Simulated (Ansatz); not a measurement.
Reaction (cleavage of the Si–Si bond): `CO[SiH2][SiH2]Cl` + CH₃SH → `CO[SiH2]SC` + `[SiH3]Cl`

Calculated with Ansatz (gas phase, PBE0-D4/def2-TZVP geometries, no zero-point term in ΔE). CCSD(T)/CBS adds triple-zeta CCSD(T) − MP2 to the extrapolated MP2 energy (def2 sets, frozen cores). This one scheme is used for every species. Functionals use def2-TZVPP. B3LYP here is the variant with VWN-RPA as its local correlation; programs differ in this. One conformer a species, not always the lowest.

| level | ΔE (kJ/mol) |
| --- | --- |
| revPBE-D4 | -71.7 |
| B2PLYP | -78.0 |
| B3LYP | -71.7 |
| CAM-B3LYP | -74.4 |
| HF/def2-TZVPP | -77.9 |
| CCSD(T)/def2-TZVPP | -77.3 |
| SCS-MP2/def2-QZVPP | -84.8 |
| HF/CBS(def2) | -77.9 |

Problem. What does CCSD(T)/CBS give? (Estimate.)

Solution. The calculation gave: -78.9 kJ/mol. The listed levels differ from it by 7.2, 0.9, 7.2, 4.5, 1.0, 1.6, -5.9, 1.0 kJ/mol.

Largest T1 diagnostic among the species: 0.011.

Leaving LDA and LC-ωPBE aside and taking each functional with its dispersion term where it has one, the values, not all of them listed here, spread over 12.6 kJ/mol, from ωB97M-V to PBE-D4. LDA lies −4.6 kJ/mol from PBE without D4. From BLYP to BHLYP (50 % exact exchange), in def2-TZVPP and without D4, ΔE moves by −7.3 kJ/mol.
